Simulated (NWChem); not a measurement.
Everything below was run with NWChem. System: HClSi, charge 0, spin multiplicity 1, at a geometry optimised with B3LYP/def2-SVP. The structure started from a generated list of species. Level: MP2/def2-TZVP, 10 core orbitals frozen.

Input file:

```
start mol
memory heap 200 mb stack 900 mb global 1100 mb
geometry units angstroms nocenter noautoz
  Si    -0.752358    -0.821805     0.000000
  H      0.323690    -1.922101     0.000000
  Cl     0.600548     0.789846     0.000000
  symmetry group Cs
end
basis spherical
  * library def2-tzvp
end
scf
  rhf
  nopen 0
  maxiter 100
  thresh 1e-7
  semidirect memsize 60000000 filesize 0
end
mp2
  freeze core 10
end
task mp2 energy
```

Output (cleaned and shortened):

```
             Northwest Computational Chemistry Package (NWChem) 7.3.0
             --------------------------------------------------------

                                NWChem Input Module
                                -------------------

 Scaling coordinates for geometry "geometry" by  1.889725989
 (inverse scale =  0.529177249)

 Turning off AUTOSYM since
 SYMMETRY directive was detected!

                             Geometry "geometry" -> ""
                             -------------------------

 Output coordinates in angstroms (scale by  1.889725989 to convert to a.u.)

  No.       Tag          Charge          X              Y              Z
 ---- ---------------- ---------- -------------- -------------- --------------
    1 Si                  14.0000    -0.75235800    -0.82180500     0.00000000
    2 H                    1.0000     0.32369000    -1.92210100     0.00000000
    3 Cl                  17.0000     0.60054800     0.78984600     0.00000000

 Effective nuclear repulsion energy (a.u.)      67.9667757630

            Nuclear Dipole moment (a.u.)
            ----------------------------
        X                 Y               Z
 ---------------- ---------------- ----------------
    -0.0000113384     0.0000207870     0.0000000000

      Symmetry information
      --------------------

 Group name             Cs
 Group number              2
 Group order               2
 No. of unique centers     3

      Symmetry unique atoms

     1    2    3


 Summary of "ao basis" -> "" (spherical)
 ------------------------------------------------------------------------------
       Tag                 Description            Shells   Functions and Types
 ---------------- ------------------------------  ------  ---------------------
 *                         def2-tzvp                  on all atoms

 Summary of "ao basis" -> "ao basis" (spherical)
 ------------------------------------------------------------------------------
       Tag                 Description            Shells   Functions and Types
 ---------------- ------------------------------  ------  ---------------------
 Si                        def2-tzvp                13       37   5s5p2d1f
 H                         def2-tzvp                 4        6   3s1p
 Cl                        def2-tzvp                13       37   5s5p2d1f

                                 NWChem SCF Module
                                 -----------------

  ao basis        = "ao basis"
  functions       =    80
  atoms           =     3
  closed shells   =    16
  open shells     =     0
  charge          =   0.00
  wavefunction    = RHF
  use symmetry    = T
  symmetry adapt  = T

 Summary of "ao basis" -> "ao basis" (spherical)
 ------------------------------------------------------------------------------
       Tag                 Description            Shells   Functions and Types
 ---------------- ------------------------------  ------  ---------------------
 Si                        def2-tzvp                13       37   5s5p2d1f
 H                         def2-tzvp                 4        6   3s1p
 Cl                        def2-tzvp                13       37   5s5p2d1f

      Symmetry analysis of basis
      --------------------------

        a'         55
        a"         25

 Forming initial guess at       0.0s

      Superposition of Atomic Density Guess
      -------------------------------------

 Sum of atomic energies:        -748.81290830

      Non-variational initial energy
      ------------------------------

 Total energy =    -748.954320
 1-e energy   =   -1171.402379
 2-e energy   =     354.481283
 HOMO         =      -0.232032
 LUMO         =      -0.069662

      Symmetry analysis of molecular orbitals - initial
      -------------------------------------------------

  Numbering of irreducible representations:

     1 a'          2 a"

  Orbital symmetries:

     1 a'          2 a'          3 a'          4 a'          5 a'
     6 a"          7 a'          8 a'          9 a'         10 a"
    11 a'         12 a'         13 a'         14 a"         15 a'
    16 a'         17 a"         18 a'         19 a'         20 a'
    21 a'         22 a"         23 a'         24 a"         25 a'
    26 a'

 Starting SCF solution at       0.3s

 ----------------------------------------------
         Quadratically convergent ROHF

 Convergence threshold     :          1.000E-07
 Maximum no. of iterations :          100
 Final Fock-matrix accuracy:          1.000E-09
 ----------------------------------------------

              iter       energy          gnorm     gmax       time
             ----- ------------------- --------- --------- --------
                 1     -749.0030093448  4.82D-01  1.18D-01      0.3
                 2     -749.0256961836  1.56D-01  3.63D-02      0.4
                 3     -749.0284319049  1.04D-02  3.04D-03      0.4
                 4     -749.0284544330  9.55D-05  2.42D-05      0.4
                 5     -749.0284544349  3.65D-09  8.62D-10      0.6

       Final RHF  results
       ------------------

         Total SCF energy =   -749.028454434916
      One-electron energy =  -1172.163722585329
      Two-electron energy =    355.168492387367
 Nuclear repulsion energy =     67.966775763046

        Time for solution =      0.2s

       Symmetry analysis of molecular orbitals - final
       -----------------------------------------------

  Numbering of irreducible representations:

     1 a'          2 a"

  Orbital symmetries:

     1 a'          2 a'          3 a'          4 a'          5 a"
     6 a'          7 a'          8 a"          9 a'         10 a'
    11 a'         12 a'         13 a'         14 a"         15 a'
    16 a'         17 a"         18 a'         19 a'         20 a'
    21 a"         22 a'         23 a'         24 a"         25 a'
    26 a'

             Final eigenvalues
             -----------------

              1
    1 -104.8278
    2  -68.8413
    3  -10.5570
    4   -8.0234
    5   -8.0227
    6   -8.0224
    7   -6.1846
    8   -4.2864
    9   -4.2860
   10   -4.2848
   11   -1.0920
   12   -0.6704
   13   -0.5174
   14   -0.4761
   15   -0.4710
   16   -0.3502
   17    0.0060
   18    0.1057
   19    0.1602
   20    0.2569
   21    0.2895
   22    0.2914
   23    0.3137
   24    0.3263
   25    0.3569
   26    0.3626

                       ROHF Final Molecular Orbital Analysis
                       -------------------------------------

 Vector   14  Occ=2.000000D+00  E=-4.760766D-01  Symmetry=a"
              MO Center=  5.1D-01,  6.8D-01,  1.1D-16, r^2= 1.3D+00
   Bfn.  Coefficient  Atom+Function         Bfn.  Coefficient  Atom+Function
  ----- ------------  ---------------      ----- ------------  ---------------
    60      0.522755  3 Cl pz                63      0.337887  3 Cl pz
    57      0.237797  3 Cl pz                51     -0.190208  3 Cl pz

 Vector   15  Occ=2.000000D+00  E=-4.709546D-01  Symmetry=a'
              MO Center=  3.1D-01,  4.1D-01, -2.7D-16, r^2= 2.2D+00
   Bfn.  Coefficient  Atom+Function         Bfn.  Coefficient  Atom+Function
  ----- ------------  ---------------      ----- ------------  ---------------
    59      0.461312  3 Cl py                62      0.293745  3 Cl py
    56      0.210544  3 Cl py                58     -0.188067  3 Cl px
     4      0.171032  1 Si s                 50     -0.168080  3 Cl py
     5      0.162087  1 Si s

 Vector   16  Occ=2.000000D+00  E=-3.502218D-01  Symmetry=a'
              MO Center= -7.9D-01, -7.2D-01, -1.2D-15, r^2= 2.8D+00
   Bfn.  Coefficient  Atom+Function         Bfn.  Coefficient  Atom+Function
  ----- ------------  ---------------      ----- ------------  ---------------
     5      0.428494  1 Si s                  4      0.359235  1 Si s
    15     -0.337145  1 Si px                58      0.235465  3 Cl px
    61      0.209868  3 Cl px                 3     -0.207385  1 Si s
    18     -0.189033  1 Si px                39     -0.177181  2 H  s
    40     -0.165833  2 H  s

 Vector   17  Occ=0.000000D+00  E= 5.967622D-03  Symmetry=a"
              MO Center= -7.2D-01, -8.3D-01, -5.4D-16, r^2= 3.6D+00
   Bfn.  Coefficient  Atom+Function         Bfn.  Coefficient  Atom+Function
  ----- ------------  ---------------      ----- ------------  ---------------
    20      0.704855  1 Si pz                17      0.339691  1 Si pz
    63     -0.254713  3 Cl pz

 Vector   18  Occ=0.000000D+00  E= 1.056937D-01  Symmetry=a'
              MO Center= -8.9D-01, -8.3D-01, -5.0D-15, r^2= 5.2D+00
   Bfn.  Coefficient  Atom+Function         Bfn.  Coefficient  Atom+Function
  ----- ------------  ---------------      ----- ------------  ---------------
    19      1.216277  1 Si py                48     -0.731926  3 Cl s
    40      0.541812  2 H  s                 61      0.351702  3 Cl px
    18      0.261885  1 Si px                62      0.258904  3 Cl py
    16      0.177651  1 Si py

 Vector   19  Occ=0.000000D+00  E= 1.602462D-01  Symmetry=a'
              MO Center= -8.6D-01, -7.9D-01,  3.0D-15, r^2= 5.7D+00
   Bfn.  Coefficient  Atom+Function         Bfn.  Coefficient  Atom+Function
  ----- ------------  ---------------      ----- ------------  ---------------
    40      2.054264  2 H  s                 18     -1.464375  1 Si px
     5     -1.455938  1 Si s                 19      0.729096  1 Si py
    48      0.408818  3 Cl s                 62     -0.382877  3 Cl py
     4     -0.275924  1 Si s                  3      0.176979  1 Si s

 center of mass
 --------------
 x =   0.00821530 y =   0.07952310 z =   0.00000000

 moments of inertia (a.u.)
 ------------------
         158.270552585020        -118.724697369515           0.000000000000
        -118.724697369515         101.962140598412           0.000000000000
           0.000000000000           0.000000000000         260.232693183432

  Mulliken analysis of the total density
  --------------------------------------

    Atom       Charge   Shell Charges
 -----------   ------   -------------------------------------------------------
    1 Si  14    13.63   2.00  0.59  1.38  1.09  0.69  4.10  1.74  0.41  1.01  0.36  0.08  0.15  0.03
    2 H    1     1.05   0.23  0.56  0.24  0.01
    3 Cl  17    17.32   2.01  0.45  1.52  1.08  0.87  4.18  1.69  1.07  2.88  1.54  0.01  0.03  0.00

       Multipole analysis of the density wrt the origin
       ------------------------------------------------

     L   x y z        total         open         nuclear
     -   - - -        -----         ----         -------
     0   0 0 0     -0.000000      0.000000     32.000000

     1   1 0 0     -0.249727      0.000000     -0.000011
     1   0 1 0     -0.489681      0.000000      0.000021
     1   0 0 1      0.000000      0.000000      0.000000

     2   2 0 0    -21.890929      0.000000     50.568254
     2   1 1 0      0.456245      0.000000     57.485938
     2   1 0 1     -0.000000      0.000000      0.000000
     2   0 2 0    -20.004483      0.000000     84.831078
     2   0 1 1      0.000000      0.000000      0.000000
     2   0 0 2    -18.005766      0.000000      0.000000

                   NWChem MP2 Semi-direct Energy/Gradient Module
                   ---------------------------------------------

  Basis functions       =     80
  Molecular orbitals    =     80
  Frozen core           =     10
  Frozen virtuals       =      0
  Active alpha occupied =      6
  Active beta occupied  =      6
  Active alpha virtual  =     64
  Active beta virtual   =     64
  Use MO symmetry       = T
  Use skeleton AO sym   = T

  AO/Fock/Back tols     =   1.0D-09  1.0D-09  1.0D-09

 GA uses MA = F    GA memory limited = T

 Available:
  local mem=  1.26D+08
 global mem=  1.44D+08
 local disk=  0.00D+00
  mp2_memr nvloc                    64
  nvloc new                    64
   1 passes of   6:        4194304                      32248                   4177192.
   1 passes of   6: M    126152204           G      144166400           F     121957900.

 Semi-direct pass number   1 of   1  for RHF alpha+beta  at        0.6s
  vrange nnbf                  3191
  mp2_eaftype                    15  avail_ma_in_mb                  1099
 EAF : mp2_eaftype filesize          15    2088596.
  mp2_eaf for mointskh                     15
Node 0 wrote      9.8 Mb in      0.0 s     Agg I/O rate:  6661.5 Mb/s
 Done moints_semi at        1.3s
  mp2_eaftype                    15  avail_ma_in_mb                  1084
 EAF : mp2_eaftype filesize          15    2088596.
  mp2_eaf for kh                    15
 Done maket at        1.3s
 Done multipass loop at        1.3s

          -------------------------------------------
          SCF energy                -749.028454434916
          Correlation energy          -0.282013863041
          Singlet pairs               -0.188085296845
          Triplet pairs               -0.093928566196
          Total MP2 energy          -749.310468297957
          -------------------------------------------

          ---------------------------------------------------
                    Spin Component Scaled (SCS) MP2
          Same spin pairs                     -0.062619044130
          Same spin scaling factor             0.333333333333
          Opposite spin pairs                 -0.219394818911
          Opposite spin scaling fact.          1.200000000000
          SCS-MP2 correlation energy          -0.284146797403
          Total SCS-MP2 energy              -749.312601232319
          ---------------------------------------------------

 -----------------------
 Performance information
 -----------------------

 Timer overhead =  1.19D-07 seconds/call

               Nr. of calls         CPU time (s)                 Wall time (s)                GFlops
             ---------------    -------------------     ------------------------------   -------------------
Name         Min   Avg   Max    Min     Avg     Max     Min     Avg     Max   Mx/calls   Min     Max     Sum
mp2: moin     1     1     1   0.69    0.69    0.69     0.69    0.69    0.69    0.69      0.0     0.0     0.0
mp2: make     1     1     1   2.74E-2 2.74E-2 2.74E-2  2.74E-2 2.74E-2 2.74E-2 2.74E-2   0.0     0.0     0.0
mp2: tota     1     1     1   0.74    0.74    0.74     0.74    0.74    0.74    0.74      0.0     0.0     0.0

 The average no. of pstat calls per process was 3.00D+00
 with a timing overhead of 3.56D-07s

 Task  times  cpu:        1.3s     wall:        1.3s

 Total times  cpu:        1.3s     wall:        1.3s
```
